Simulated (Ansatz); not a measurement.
`BSC(=C)Cl` + `Cl[SiH2][SeH]` → `B[Se][SiH2]Cl` + `C=C(S)Cl`  (ligand exchange at a B–S bond)

Computed with Ansatz on PBE0-D4/def2-TZVP structures; ΔE is electronic, products minus reactants. CCSD(T)/CBS adds triple-zeta CCSD(T) − MP2 to the extrapolated MP2 energy (def2 sets, frozen cores). DFT in def2-TZVPP. For Se outer-core shells are correlated without core-valence functions, which leaves a few kJ/mol of doubt a bond. Scalar relativity is left out up to krypton. Each species was taken in one conformer, which may not be the lowest.

`BSC(=C)Cl`:

Z-matrix (Å, degrees):
```
B
S 1 1.754
H 1 1.192 2 112.8
H 1 1.186 2 123.4 3 -180.0
C 2 1.768 1 109.9 3 180.0
Cl 5 1.717 2 119.9 1 0.9
C 5 1.327 2 119.0 1 -179.2
H 7 1.083 5 120.0 2 0.1
H 7 1.082 5 121.2 2 -179.9
```

`Cl[SiH2][SeH]`:

Cartesian coordinates in Å:
```
Cl -2.342 -0.166 -0.088
Si -0.362 0.210 0.280
Se 0.800 -0.996 -1.253
H -0.123 1.663 0.129
H -0.054 -0.217 1.664
H 2.081 -0.495 -0.731
```

`B[Se][SiH2]Cl`:

Z-matrix (Å, degrees):
```
Si
Se 1 2.280
Cl 1 2.050 2 111.3
H 1 1.479 2 107.9 3 118.1
H 1 1.478 2 109.6 3 -119.5
B 2 1.913 1 97.3 3 83.9
H 6 1.191 2 116.3 1 -179.5
H 6 1.191 2 120.9 1 0.9
```

`C=C(S)Cl`:

```xyz
7

C     1.039   -0.353   -0.351
C    -0.227   -0.107   -0.044
S    -0.847    1.519    0.151
Cl   -1.382   -1.391    0.069
H     1.758    0.456   -0.373
H     1.372   -1.355   -0.589
H    -1.714    1.231    1.136
```

```tsv
species	PBE0 energy (Eh)
`BSC(=C)Cl`	-961.48227
`Cl[SiH2][SeH]`	-3152.58747
`B[Se][SiH2]Cl`	-3178.01489
`C=C(S)Cl`	-936.05069
```

(1) Work out ΔE.

Largest T1 diagnostic among the species: 0.014.

Answers

(1) ΔE = (-3178.01489) + (-936.05069) − (-961.48227) − (-3152.58747) = 0.00416 Eh = +0.11 eV. CCSD(T)/CBS gives +0.07 eV.
